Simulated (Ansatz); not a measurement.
Na8P⁻. Charge -1, multiplicity 1. Geometry PBE0-D4/def2-SVPD; atoms count from 1.

```xyz
9

P     0.537   -1.309    1.129
Na   -1.429   -0.695   -3.373
Na    1.622    0.683    2.566
Na   -0.669    2.787   -2.731
Na    1.430    0.066   -1.038
Na    1.016    3.569    0.376
Na   -0.510   -2.489    3.204
Na   -0.514   -3.009   -0.660
Na   -1.482    0.396    0.526
```

The restricted singlet is unstable towards broken spin symmetry in Hartree–Fock (as tested in another run); at PBE0-D4/def2-TZVPD this wasn't settled. Another isomer (singlet) lies 0.27 eV lower at PBE0-D4/def2-TZVPD; other spin states weren't run for this one.

Q: Estimate the Mulliken populations from the PBE0/def2-TZVPD orbitals of Ansatz.

A: 
| atom | charge (e) |
| --- | --- |
| P1 | -1.21 |
| Na2 | -0.23 |
| Na3 | 0.24 |
| Na4 | -0.17 |
| Na5 | 0.01 |
| Na6 | -0.23 |
| Na7 | 0.18 |
| Na8 | 0.24 |
| Na9 | 0.18 |
Mulliken values and Mayer orders depend strongly on the basis. With diffuse functions, as here, like atoms can get unlike values, and bond orders can come out too low or too high.

Q: And the Mayer bond orders between bonded heavy atoms (over 0.3)?

A: P1–Na3 0.39 (2.69 Å); P1–Na5 0.38 (2.72 Å); P1–Na7 0.50 (2.61 Å); P1–Na8 0.40 (2.68 Å); P1–Na9 0.45 (2.71 Å); Na2–Na4 0.33 (3.62 Å); Na4–Na6 0.33 (3.62 Å).
